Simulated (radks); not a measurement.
Charge is removed step by step from the 3p down level of S, starting from [Ne] 3s2 3p(up 3, down 1). Calculated with a radial shooting solver on a logarithmic mesh with Libxc functionals: scalar-relativistic Kohn-Sham, r2SCAN, spin-polarised, spherical densities, finite nucleus; meta-GGA in the generalised Kohn-Sham scheme; Fermi nuclear charge, rms radius 3.2611 fm.

| removed (e) | E - E(0) (eV) | eigenvalue (eV) | E minus straight line (eV) |
|---|---|---|---|
| 0 | 0.000 | -5.875 | 0.000 |
| 0.25 | 1.717 | -7.872 | -0.768 |
| 0.5 | 3.940 | -9.919 | -1.029 |
| 0.75 | 6.678 | -11.991 | -0.775 |
| 1 | 9.938 | -14.139 | 0.000 |

Removing the whole electron costs 9.938 eV by Delta-SCF, against 5.875 eV from minus the eigenvalue at the starting occupation. Slater's transition state (half an electron removed) gives 9.919 eV. Integrating minus the eigenvalue over the occupation (Janak's theorem) gives 9.942 eV. In this scalar-relativistic scheme the density is built from large components alone, so the theorem holds only approximately. The mean slope of the eigenvalue, de/dn, is 8.26 eV per electron. Ionisation energy of S in the NIST Atomic Spectra Database: 10.360 eV (measured).
